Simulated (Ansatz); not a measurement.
**Energy profile**

The step: AlBrF₂ ([F][Al]([F])[Br]) + H₂ → AlHF₂ ([F][AlH][F]) + HBr (still joined by a long Al–Br bond); bonds formed: Al1–H6, Br2–H5; bonds broken: H5–H6; bonds weakened to dative contacts: Al1–Br2 (atoms numbered as in the saddle structure below).

Al1  (-0.563, -0.264, 0.116)
Br2  (2.004, -0.152, -0.052)
F3  (-1.071, -1.345, -1.006)
F4  (-0.933, -0.449, 1.702)
H5  (0.943, 0.938, -0.358)
H6  (-0.380, 1.271, -0.401)
(Å)

Electronic energies by CCSD(T) at an estimated basis limit (MP2 extrapolated from triple and quadruple zeta, plus CCSD(T) − MP2 in triple zeta), on PBE0-D4/def2-TZVP structures; AlH2BrF2, closed shell; no counterpoise correction. Computed with Ansatz 0.2.0 (basis: def2-TZVPP and def2-QZVPP); correlated methods freeze the cores. Filled d shells of the heavier atoms are correlated. The def2 sets are not built for correlating such inner shells, so the correlated values are less sure here. Extrapolation: Hartree–Fock as exp(−7.88 √X), correlation as X^−2.97.

Q: Give the profile in kcal/mol, counted from the separated reactants. (Judge from chemistry; the value comes from the calculation.)

A: By the calculation:
```
                                                                                           point  kcal/mol
separated: AlBrF2 (linked as [F][Al]([F])[Br]; Al1, Br2, F3, F4; singlet) + H2 (H5, H6; singlet)      0.00
                                                                                 start structure     -3.68
                                                                                          saddle     33.18
                                                                                   end structure     23.72
     separated: AlHF2 (linked as [F][AlH][F]; Al1, F3, F4, H6; singlet) + HBr (Br2, H5; singlet)     31.35
```

The T1 diagnostic stays at or below 0.013. The start structure is not quite a true minimum (one mode of 37i cm⁻¹). The end structure is not quite a true minimum (one mode of 83i cm⁻¹).

For scale, one of the runs: CCSD(T)/def2-TZVPP, 180 basis functions, launched by `ansatz run in.yaml --threads 4 --pin off --events-out ev --progress --plain --max-ram 9574MiB`. Time: 50 s of wall clock on 4 CPU threads of an Arm Neoverse V1; the host was shared. Peak host memory: 1.8 GiB.
